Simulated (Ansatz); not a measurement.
Wavefunction ladder for `C=N/C=N/[SiH3]`

```xyz
11

C    -0.129    1.563    1.924
N     0.837    0.899    1.461
C     0.700    0.269    0.227
N    -0.240   -0.527   -0.044
Si   -0.361   -1.408   -1.532
H    -1.063    1.709    1.371
H    -0.041    2.010    2.913
H     1.541    0.497   -0.444
H     0.749   -1.081   -2.477
H    -0.333   -2.862   -1.234
H    -1.660   -1.068   -2.167
```

Total charge 0; spin multiplicity 1. The structure was optimised at the PBE0-D4/def2-TZVP level. It is one conformer, not always the lowest. Frozen core, restricted reference, Ansatz 0.2.0. CBS rows extrapolate triple and quadruple zeta; past MP2 they add the triple-zeta difference.

```tsv
basis	HF (Eh)	MP2 corr.	CCSD corr.	(T)	CCSD(T) total
def2-TZVPP	-477.11992	-0.83672	-0.87538	-0.04041	-478.03571
def2-QZVPP	-477.13770	-0.89390	–	–	–
CBS(def2)	-477.14015	-0.93624	-0.97490	as TZ	-478.15546
```
